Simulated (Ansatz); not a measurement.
Two isomers of C2H8BNS: A = `CN(C)BS`, B = `CSB(C)N`.

Gas-phase electronic energies from Ansatz, PBE0-D4/def2-TZVP geometries. CCSD(T)/CBS adds triple-zeta CCSD(T) − MP2 to the extrapolated MP2 energy (def2 sets, frozen cores). DFT in def2-TZVPP. B3LYP here is the variant with VWN-RPA as its local correlation; programs differ in this. Each species was taken in one conformer, which may not be the lowest.

A:

Z-matrix (Å, degrees):
```
C
N 1 1.441
H 1 1.096 2 110.7
H 1 1.088 2 111.3 3 120.1
H 1 1.096 2 110.9 3 -119.4
C 2 1.446 1 112.5 3 58.0
B 2 1.394 1 126.6 3 -122.3
H 6 1.097 2 110.9 1 59.8
H 6 1.088 2 110.0 1 -180.0
H 6 1.097 2 110.9 1 -59.7
S 7 1.812 2 128.7 1 -0.3
H 7 1.196 2 118.5 1 179.8
H 11 1.342 7 101.0 2 -0.7
```

B:

```xyz
13

C     0.706   -1.823   -0.861
S     1.316   -0.127   -0.960
B     0.139    0.817    0.062
C    -1.077    0.139    0.793
N     0.370    2.194    0.167
H     0.715   -2.188    0.166
H     1.380   -2.437   -1.457
H    -0.300   -1.907   -1.271
H    -1.742   -0.361    0.083
H    -1.676    0.858    1.358
H    -0.741   -0.632    1.493
H    -0.225    2.796    0.708
H     1.133    2.672   -0.281
```

Problem. Which isomer does CCSD(T)/CBS put lower? Give the gap. (Best estimate.)

Solution. The calculation gave: B, by 88.9 kJ/mol.

Problem. Give E(B) − E(A) in kJ/mol with PBE-D4, HF/def2-TZVPP, PBE0-D4, MP2/def2-TZVPP, CCSD(T)/def2-TZVPP, B3LYP, ωB97M-V. (An estimate is asked.)

Solution. The calculation gave: PBE-D4 -87.0, HF/def2-TZVPP -85.4, PBE0-D4 -89.5, MP2/def2-TZVPP -88.9, CCSD(T)/def2-TZVPP -83.0, B3LYP -84.9, ωB97M-V -91.0. None reverses the order clearly.

Largest T1 diagnostic: 0.012.
